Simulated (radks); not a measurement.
Values are calculated unless marked as measured or tabulated.
Coulomb parameter of the 4d shell of neutral rhodium in the model configuration [Kr] 4d6 5s1 5p2, as a second difference U = [E(n + 0.5) + E(n - 0.5) - 2 E(n)] / (0.5)^2 with all orbitals relaxed. "Bare": the charge of the atom changes with n. "Screened": the 5p shell takes up the change at fixed total charge, which measures U(4d,4d) + U(5p,5p) - 2 U(4d,5p). Code: a radial shooting solver on a logarithmic mesh with Libxc functionals. Model: scalar-relativistic Kohn-Sham, r2SCAN, spin-unpolarised, spherical densities, finite nucleus; meta-GGA in the generalised Kohn-Sham scheme; Fermi nuclear charge, rms radius 4.4945 fm.

case                  configuration  E - E(n) (eV)
start              [Kr] 4d6 5s1 5p2          0.000
bare +0.5        [Kr] 4d6.5 5s1 5p2         -6.193
bare -0.5        [Kr] 4d5.5 5s1 5p2          8.752
screened +0.5  [Kr] 4d6.5 5s1 5p1.5         -5.432
screened -0.5  [Kr] 4d5.5 5s1 5p2.5          6.235

U(bare) = 10.234 eV, U(screened by 5p) = 3.213 eV, against the Slater integral F0(4d,4d) = 17.460 eV with frozen orbitals. The step up makes a negative ion, whose loosely bound charge lowers the bare value.
